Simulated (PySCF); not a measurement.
CH4Al, charge +1, singlet, geometry from GFN2-xTB (such geometries of metal compounds can be far from the true shape); M06L/def2-SVP in PySCF.

PySCF was given this input:
```python
from pyscf import gto, scf, dft

mol = gto.Mole()
mol.atom = '''
    Al   -0.40372811   -0.55969075   -0.27304843
    C     0.65342966    0.90115300    0.44330368
    H     0.44037702    1.04689505    1.51606011
    H     0.41166302    1.83511119   -0.09217770
    H     1.73122440    0.69743419    0.32373916
    H    -1.25537700   -1.71037874   -0.85781407
'''
mol.basis = 'def2-svp'
mol.charge = 1
mol.verbose = 4
mol.build()

mf = dft.RKS(mol)
mf.xc = 'm06l'
mf.grids.prune = None
mf.kernel()
mf.analyze()
```

Output, abridged:

```
PySCF version 2.14.0

[INPUT] verbose = 4
[INPUT] num. atoms = 6
[INPUT] num. electrons = 22
[INPUT] charge = 1
[INPUT] spin (= nelec alpha-beta = 2S) = 0
[INPUT] symmetry False subgroup None
[INPUT] Mole.unit = angstrom
[INPUT] Symbol           X                Y                Z      unit          X                Y                Z       unit  Magmom
[INPUT]  1 Al    -0.403728110000  -0.559690750000  -0.273048430000 AA   -0.762935556688  -1.057662231952  -0.515986751442 Bohr   0.0
[INPUT]  2 C      0.653429660000   0.901153000000   0.443303680000 AA    1.234803099068   1.702932366330   0.837722545212 Bohr   0.0
[INPUT]  3 H      0.440377020000   1.046895050000   1.516060110000 AA    0.832191959352   1.978344925663   2.864938396278 Bohr   0.0
[INPUT]  4 H      0.411663020000   1.835111190000  -0.092177700000 AA    0.777930363411   3.467857557225  -0.174190607792 Bohr   0.0
[INPUT]  5 H      1.731224400000   0.697434190000   0.323739160000 AA    3.271539976164   1.317959609008   0.611778348197 Bohr   0.0
[INPUT]  6 H     -1.255377000000  -1.710378740000  -0.857814070000 AA   -2.372318713078  -3.232147387879  -1.621033658098 Bohr   0.0

nuclear repulsion = 44.6583977665045
number of shells = 26
number of NR pGTOs = 88
number of NR cGTOs = 52
basis = def2-svp
ecp = {}

******** <class 'pyscf.dft.rks.RKS'> ********
method = RKS
initial guess = minao
damping factor = 0
level_shift factor = 0
DIIS = <class 'pyscf.scf.diis.CDIIS'>
diis_start_cycle = 1
diis_space = 8
diis_damp = 0
SCF conv_tol = 1e-09
SCF conv_tol_grad = None
SCF max_cycles = 50
direct_scf = True
direct_scf_tol = 1e-13
XC library pyscf.dft.libxc version 7.1.2
    S. Lehtola, C. Steigemann, M. J. T. Oliveira, and M. A. L. Marques,  SoftwareX 7, 1–5 (2018)
XC functionals = m06l
    Y. Zhao and D. G. Truhlar,  J. Chem. Phys. 125, 194101 (2006)
    Y. Zhao and D. G. Truhlar,  J. Chem. Phys. 125, 194101 (2006)
    Y. Zhao and D. G. Truhlar,  Theor. Chem. Acc. 120, 215 (2008)
radial grids:
    Treutler-Ahlrichs [JCP 102, 346 (1995); DOI:10.1063/1.469408] (M4) radial grids

becke partition: Becke, JCP 88, 2547 (1988); DOI:10.1063/1.454033
pruning grids: None
grids dens level: 3
symmetrized grids: False
atomic radii adjust function: <function treutler_atomic_radii_adjust>
small_rho_cutoff = 0
Set gradient conv threshold to 3.16228e-05
Initial guess from minao.
tot grids = 117776
init E= -282.594829872911
  HOMO = -0.34950343209315  LUMO = -0.0891892276348654  gap/eV = 7.08351
cycle= 1 E= -282.460133417159  delta_E= 0.135  |g|= 0.443  |ddm|=  2.3
  HOMO = -0.469573540837256  LUMO = -0.308680411835478  gap/eV = 4.37813
cycle= 2 E= -282.382264672883  delta_E= 0.0779  |g|= 0.651  |ddm|= 1.43
  HOMO = -0.521723369213281  LUMO = -0.291092374777338  gap/eV = 6.27579
cycle= 3 E= -282.524185748238  delta_E= -0.142  |g|= 0.0778  |ddm|= 0.805
  HOMO = -0.511637855402999  LUMO = -0.28513106110255  gap/eV = 6.16356
cycle= 4 E= -282.526467410396  delta_E= -0.00228  |g|= 0.0186  |ddm|= 0.121
  HOMO = -0.511474801418941  LUMO = -0.28612809218384  gap/eV = 6.13200
cycle= 5 E= -282.526606627468  delta_E= -0.000139  |g|= 0.00366  |ddm|= 0.0425
  HOMO = -0.511139656700323  LUMO = -0.285542659369385  gap/eV = 6.13881
cycle= 6 E= -282.526611169719  delta_E= -4.54e-06  |g|= 0.00103  |ddm|= 0.00559
  HOMO = -0.511260325515157  LUMO = -0.285613384239753  gap/eV = 6.14017
cycle= 7 E= -282.526611589884  delta_E= -4.2e-07  |g|= 7.82e-05  |ddm|= 0.00162
  HOMO = -0.511232775343825  LUMO = -0.285593144897718  gap/eV = 6.13997
cycle= 8 E= -282.526611592395  delta_E= -2.51e-09  |g|= 1.65e-05  |ddm|= 0.000177
  HOMO = -0.511231456434282  LUMO = -0.285593754054333  gap/eV = 6.13991
cycle= 9 E= -282.52661159254  delta_E= -1.46e-10  |g|= 2.38e-06  |ddm|= 2.87e-05
  HOMO = -0.511231301856199  LUMO = -0.285593070561791  gap/eV = 6.13993
Extra cycle  E= -282.526611592541  delta_E= -5.68e-13  |g|= 2.09e-06  |ddm|= 7.01e-06
converged SCF energy = -282.526611592541
**** SCF Summaries ****
Total Energy =                        -282.526611592541030
Nuclear Repulsion Energy =              44.658397766504464
One-electron Energy =                 -473.203902817883545
Two-electron Energy =                  146.018893458838107
Two-electron Coulomb Energy =          171.298198308041862
DFT Exchange-Correlation Energy =      -25.279304849203765
HOMO-LUMO gap [eV] =                     6.139929012622194
**** MO energy ****
MO #1   energy= -56.0368300351891  occ= 2
MO #2   energy= -10.2684100603355  occ= 2
MO #3   energy= -4.38982449698658  occ= 2
MO #4   energy= -2.90197884732055  occ= 2
MO #5   energy= -2.90197462887032  occ= 2
MO #6   energy= -2.88821721849847  occ= 2
MO #7   energy= -0.856184049566586 occ= 2
MO #8   energy= -0.604030047077503 occ= 2
MO #9   energy= -0.575017956868757 occ= 2
MO #10  energy= -0.574759990809252 occ= 2
MO #11  energy= -0.511231301856199 occ= 2
MO #12  energy= -0.285593070561791 occ= 0
MO #13  energy= -0.285486658965814 occ= 0
MO #14  energy= -0.26607178010564  occ= 0
MO #15  energy= -0.0922224289546381 occ= 0
MO #16  energy= -0.0631616370607448 occ= 0
MO #17  energy= -0.0631234949937982 occ= 0
MO #18  energy= -0.0453748010481236 occ= 0
MO #19  energy= 0.0592833611188581 occ= 0
 ** Mulliken pop on meta-lowdin orthogonal AOs  **
 ** Mulliken pop  **
 ** Mulliken atomic charges  **
charge of    0Al =      1.06784
charge of    1C =     -0.54861
charge of    2H =      0.17205
charge of    3H =      0.17175
charge of    4H =      0.17206
charge of    5H =     -0.03510

WARN: System has nonzero charge 1; the dipole moment is origin-dependent.
Location of origin: [0. 0. 0.]

Dipole moment(X, Y, Z, Debye): -0.99447, -1.39567, -0.66761
```
